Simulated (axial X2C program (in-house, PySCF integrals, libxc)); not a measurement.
# TaH⁻: properties at the nuclei

Computed with an in-house all-electron X2C program for linear molecules (integrals from PySCF): two-component X2C with atomic mean-field Coulomb and Gaunt terms, Gaussian nuclei, basis Ta dyall-acv3z, H dyall-av3z with contracted cores.

R = 1.809 Å (near the PBE0 minimum at charge -1 of the determinant lowest at the starting distance; the state shown can have its own minimum elsewhere).

Input and command:
```json
{"zs": [73, 1], "q": -1, "bas": ["dyall-acv3z", "dyall-av3z"], "r0": 1.78, "levels": ["PBE0", "HF", "LDA", "B3LYP", "PBE50"], "nst": 3}
```
```bash
python soeom.py task.json out
```

Keys: zs atomic numbers; q charge; bas basis sets; r0 starting distance in Å; levels methods; nst determinants followed.

Determinant lowest in the PBE0 search, Ω = 1/2 (⟨Sz⟩ = -1.46, ⟨Lz⟩ = 1.96 at PBE0), spin on the atoms Ta -1.47, H 0.01:

```json
{"level": "PBE0", "Eeff magnitude (GV/cm)": "1.94", "Ws magnitude Ta (kHz)": "4.19", "A∥/gI Ta (MHz)": "457", "qzz Ta (a.u.)": "-6.09", "A∥/gI H (MHz)": "15", "qzz H (a.u.)": "0.09"}
{"level": "HF", "Eeff magnitude (GV/cm)": "14.7", "Ws magnitude Ta (kHz)": "31.7", "A∥/gI Ta (MHz)": "-1500", "qzz Ta (a.u.)": "-4.77", "A∥/gI H (MHz)": "9.6", "qzz H (a.u.)": "0.10"}
{"level": "LDA", "Eeff magnitude (GV/cm)": "0.385", "Ws magnitude Ta (kHz)": "0.92", "A∥/gI Ta (MHz)": "870", "qzz Ta (a.u.)": "-5.29", "A∥/gI H (MHz)": "13.5", "qzz H (a.u.)": "0.08"}
{"level": "B3LYP", "Eeff magnitude (GV/cm)": "0.223", "Ws magnitude Ta (kHz)": "0.36", "A∥/gI Ta (MHz)": "939", "qzz Ta (a.u.)": "-5.82", "A∥/gI H (MHz)": "12.4", "qzz H (a.u.)": "0.08"}
{"level": "PBE50", "Eeff magnitude (GV/cm)": "8.89", "Ws magnitude Ta (kHz)": "18.5", "A∥/gI Ta (MHz)": "43.5", "qzz Ta (a.u.)": "-6.57", "A∥/gI H (MHz)": "13.7", "qzz H (a.u.)": "0.09"}
```

Eeff is the effective electric field on the electron electric dipole moment in this Ω state and Ws the scalar–pseudoscalar constant of the nucleus named (defined with the proton number Z and per Ω); A∥ (defined per Ω) follows by multiplying with gI = μI/(I μN); qzz is the electric field gradient, eQq0 = 234.96 MHz × Q/barn × qzz. The operators were transformed with the bare-nucleus X2C matrices; with these basis sets, hyperfine constants and field gradients can be off by tens of per cent, and where levels differ in sign neither size nor sign is settled.

**Question.** With Q(181Ta) = 3.17 barn, gI(1H) = 5.5857 (g factors from the IAEA table of nuclear moments by Stone; Q from Pyykkö, Mol. Phys. 2018), turn the PBE0 values of the first state into constants in MHz.

**Answer.** eQq0(181Ta) = 234.96 × (3.17) × (-6.09) = -4540 MHz; A∥(1H) = 15 × 5.5857 = 83.8 MHz.

Each state is one determinant with collinear spin, which with several unpaired electrons need not be a pure state. Unrestricted Hartree–Fock can overshoot spin polarisation at the nuclei. For an anion, determinants above electron detachment, or with a positive highest level, are held by the basis set. With several open shells hyperfine constants can be off by a factor of several. Where Eeff spreads by more than a factor of two the levels disagree and none is to be relied on. States lie within half an eV, so the first need not be the ground state. Further determinants of the search, some of them spin-mixed, are not shown. Where a field gradient or hyperfine factor spreads by more than a factor of two over the levels, a constant derived from it is not to be relied on.
